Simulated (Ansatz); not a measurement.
Molecule: chloro selenohypochlorite, SeCl₂, net charge 0, singlet state. 
Coordinates optimised at B3LYP-D3(BJ)/def2-TZVP (Ansatz, a quantum-chemistry and plane-wave program):
SMILES: Cl[Se]Cl
```xyz
3

Se    -0.0048    -0.0006     0.6866
Cl     1.1124     1.2742    -0.6777
Cl    -1.1027    -1.2730    -0.6955
```

Basis-set convergence of Hartree-Fock and CCSD correlation energies (hartree) with Ansatz. Valence correlation only, unless marked. Spin-orbit coupling is left out. Frozen are the shells of the preceding noble gas and the d and f shells that filled before the atom's block. No relativistic terms.

| basis | functions | E(HF) | E(corr, CCSD) |
|---|---|---|---|
| def2-SVP | 68 | -3318.24044 | -0.41444 |
| def2-TZVPP | 132 | -3318.86472 | -0.56961 |
| def2-QZVPP | 229 | -3318.93979 | -0.61914 |

Extrapolating the two largest sets (X = 3 and 4) as X^-3: E(corr) = (64·(-0.61914) - 27·(-0.56961))/37 = -0.6553 Eh, an estimate of the basis-set limit. The largest set recovers 94.5 % of it, the smallest 63.2 %.
